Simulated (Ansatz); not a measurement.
MoO₂⁺. Charge 1, multiplicity 2. Geometry r2SCAN-D4/def2-TZVP; atoms count from 1.

```xyz
3

Mo    0.566   -0.285    0.223
O     0.284    1.325   -0.041
O    -0.850   -1.040   -0.183
```

In the def2 sets Mo takes a core potential; there is no spin–orbit coupling. No other spin state of charge 1 was run. The structure comes from a short search, and lower isomers may exist.

(1) Estimate the Mulliken populations from the PBE0/def2-TZVP orbitals of Ansatz.

(2) Where does the spin sit?

(3) And the Mayer bond orders between bonded heavy atoms (over 0.3)?

Answers

(1) 
| atom | charge (e) | spin (α − β) | d electrons |
| --- | --- | --- | --- |
| Mo1 | 1.66 | 1.07 | 3.95 |
| O2 | -0.33 | -0.03 | – |
| O3 | -0.33 | -0.03 | – |
Mulliken values and Mayer orders depend strongly on the basis.

(2) Summed by element: Mo 1.07, O -0.07, of 1 unpaired in all. Largest on single atoms: Mo1 1.07, O2 -0.03, O3 -0.03.

(3) Mo1–O2 2.21 (1.66 Å); Mo1–O3 2.21 (1.66 Å).
